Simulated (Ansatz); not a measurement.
`BB1CO1` + H₂S → `BS` + `B1CO1` at 298.15 K and 1 bar (cleavage of the B–B bond).

Program: Ansatz. Geometries: PBE0-D4/def2-TZVP. ΔE: electronic, gas phase. CCSD(T)/CBS adds triple-zeta CCSD(T) − MP2 to the extrapolated MP2 energy (def2 sets, frozen cores). This one scheme is used for every species.

```json
{"species": "`BB1CO1`", "CCSD(T)/CBS energy (Eh)": "-165.17216", "H − E (kJ/mol)": "157.1", "S (J/(mol·K))": "284.8"}
{"species": "H₂S", "CCSD(T)/CBS energy (Eh)": "-398.97279", "H − E (kJ/mol)": "49.9", "S (J/(mol·K))": "205.7"}
{"species": "`BS`", "CCSD(T)/CBS energy (Eh)": "-424.38198", "H − E (kJ/mol)": "90.6", "S (J/(mol·K))": "245.0"}
{"species": "`B1CO1`", "CCSD(T)/CBS energy (Eh)": "-139.80191", "H − E (kJ/mol)": "122.0", "S (J/(mol·K))": "247.7"}
```

H − E and S are ideal-gas, rigid-rotor, harmonic terms from PBE0-D4/def2-TZVP. 1 Eh = 2625.50 kJ/mol, R = 8.31446 J/(mol·K).

Problem. By hand: ΔE, ΔH, ΔS and ΔG.

Solution. ΔE = (-424.38198) + (-139.80191) − (-165.17216) − (-398.97279) = -0.03894 Eh = -102.2 kJ/mol. Δ(H − E) = 90.6 + 122.0 − 157.1 − 49.9 = 5.6, so ΔH = -96.6 kJ/mol. ΔS = 245.0 + 247.7 − 284.8 − 205.7 = 2.2 J/(mol·K). ΔG = -96.6 − 298.15 × (2.2)/1000 = -97.3 kJ/mol.

Problem. By hand: the equilibrium constant, and the temperature at which ΔG would vanish if ΔH and ΔS stayed fixed.

Solution. log₁₀ K = −ΔG/(RT ln 10) = 17.0. ΔH and −TΔS have one sign here, so there is no such temperature. One of them is within its doubt of zero, so this could turn.

The number of gas molecules stays the same, so ΔS is small and ΔH decides. A doubt of 5 kJ/mol in ΔE shifts log₁₀ K by 0.9 here. These are equilibria of isolated gas molecules and say nothing of rates. Largest T1 diagnostic: 0.016 (customary marks: 0.02 for closed shells, 0.045 for open ones).
